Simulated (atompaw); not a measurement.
palladium (Pd): PAW (atompaw) pseudisation with PBE, scalar-relativistic reference atom.

Input for atompaw 4.2.0.5:

```
Pd 46
GGA-PBE scalarrelativistic loggrid 1500 logderivrange -9 5 351
5 5 4 0 0 0
5 0 0
5 1 0
4 2 9
0 0 0
c
c
c
v
v
c
c
v
v
c
v
2
2.10 1.55 1.80 1.25
n
n
y
2.8
n
custom polynom vanderbiltortho besselshape
3 0.5 troulliermartins
1.75
2.10
1.70
2.10
2.10
2.10
PWSCFOUT
UPFDX 0.0125d0 UPFXMIN -7.d0 UPFZMESH 46.d0
END
```

Command:

```bash
atompaw < Pd.input > Pd.log
```

Resulting log (summary file):

```
Completed calculations for Pd (AE)

 Exchange-correlation type: GGA, Perdew-Burke-Ernzerhof

 Radial integration grid is logarithmic
 r0 =   1.8796965E-04 h =   8.6466038E-03   n =      1500 rmax =   8.0000000E+01

 Scalar relativistic calculation

 AEatom converged in  24 iterations
   nz     =  46.00
   delta  =       6.896518266999E-17

 All Electron Orbital energies:
  n  l      occupancy      energy
  1  0      2.0000000E+00 -1.7770292E+03
  2  0      2.0000000E+00 -2.6016008E+02
  3  0      2.0000000E+00 -4.7587732E+01
  4  0      2.0000000E+00 -7.1059528E+00
  5  0      0.0000000E+00 -8.1155484E-01
  2  1      6.0000000E+00 -2.3332820E+02
  3  1      6.0000000E+00 -3.8768284E+01
  4  1      6.0000000E+00 -4.5911288E+00
  5  1      0.0000000E+00 -4.5937534E-01
  3  2      1.0000000E+01 -2.4762410E+01
  4  2      9.0000000E+00 -1.0741178E+00

 Total energy
   Total                    :   -10091.11291827768400

 ---
 Completed calculations for Pd (SC)

 Exchange-correlation type: GGA, Perdew-Burke-Ernzerhof

 Radial integration grid is logarithmic
 r0 =   1.8796965E-04 h =   8.6466038E-03   n =      1500 rmax =   8.0000000E+01

 Scalar relativistic calculation

 SCatom converged in   1 iterations
   nz     =  46.00
   delta  =       8.864903748215E-17

 Valence Electron Orbital energies:
  n  l      occupancy      energy
   4  0      2.0000000E+00 -7.1059528E+00
   5  0      0.0000000E+00 -8.1155484E-01
   4  1      6.0000000E+00 -4.5911288E+00
   5  1      0.0000000E+00 -4.5937534E-01
   4  2      9.0000000E+00 -1.0741178E+00

 Total energy
   Total                    :   -10091.11291828241701
   Valence                  :     -511.08372763639466

 PAW parameters:
       lmax =            2
         rc =    2.1177763543851991
        irc =         1080
   rc_shape =    1.5512429318089438
    rc_vloc =    1.8125103782544942
    rc_core =    1.2605020137354161
   Vloc: Norm-conserving Troullier-Martins with l= 3;e=   5.0000E-01
   Projector type: polynomial pseudization + Vanderbilt ortho.
   Bessel compensation charge shape zeroed at   1.5512E+00

 Number of basis functions     6
 No.   n  nodes  l      Energy         Cp coeff         Occ
  1    4    3    0   -0.7105953E+01  0.1188093E+00  0.2000000E+01
  2    5    4    0   -0.8115548E+00  0.4123434E+01  0.0000000E+00
  3    4    2    1   -0.4591129E+01  0.3167177E+00  0.6000000E+01
  4    5    3    1   -0.4593753E+00  0.1249184E+02  0.0000000E+00
  5    4    1    2   -0.1074118E+01  0.7623816E+00  0.9000000E+01
  6  999    2    2    0.2800000E+01 -0.2786954E+00  0.0000000E+00

 Eigenvalues of overlap operator (in the basis of projectors):
    1        5.45557980E-01
    2        8.73234904E-01
    3        2.54648099E+00
    4        7.85865669E+01
    5        3.76869531E+02
    6        1.60801816E+03

 Orbital leakage outside PAW augmentation regions
   orb  is_core?  %out_of_sphere
   1 0    T          -0.00
   2 0    T           0.00
   3 0    T           0.00
   4 0    F           0.35
   5 0    F          77.55
   2 1    T           0.00
   3 1    T           0.00
   4 1    F           1.25
   5 1    F          91.66
   3 2    T           0.00
   4 2    F          14.93

 Summary of PAW energies
   Total valence energy     :   -511.08373554560967
   Smooth energy            :     59.12710504871452
   One center               :   -570.21084059432417
   Smooth kinetic           :     49.21456876752352
   Vloc energy              :    -24.41917299957555
   Smooth exch-corr         :    -15.51694218640130
   One-center xc            :   -271.62591323357208
```

The run took about 1.4 s on one core of a shared server CPU.
